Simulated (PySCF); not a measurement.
C₂H₄Cl₂ (SMILES CC(Cl)Cl), singlet, at a GFN2-xTB geometry. Base run: CCSD(T)/cc-pVDZ (PySCF).

The PySCF input:
```python
from pyscf import gto, scf, cc

mol = gto.Mole()
mol.atom = '''
    C    -1.614984   -0.561330    0.305070
    C    -0.178735   -0.140469    0.510168
    Cl    0.918676   -1.178009   -0.437013
    Cl    0.053482    1.555517    0.012515
    H    -1.889725   -0.475870   -0.743393
    H    -1.741539   -1.594524    0.620602
    H    -2.270123    0.075505    0.895238
    H     0.136999   -0.211960    1.552579
'''
mol.basis = 'cc-pvdz'
mol.charge = 0
mol.spin = 0
mol.verbose = 4
mol.max_memory = 1800
mol.build()

mf = scf.RHF(mol)
mf.kernel()

mycc = cc.CCSD(mf, frozen=12)
mycc.kernel()
et = mycc.ccsd_t()
print('E(CCSD(T)) = %.10f' % (mycc.e_tot + et))
```

Q: The base was run again with changes. Order these runs by total energy, lowest first: method = mp2 | method = ccsd | method = cisd.

A: method = ccsd (ΔE vs base (mEh) 16.477), method = mp2 (ΔE vs base (mEh) 62.481), method = cisd (ΔE vs base (mEh) 107.4)
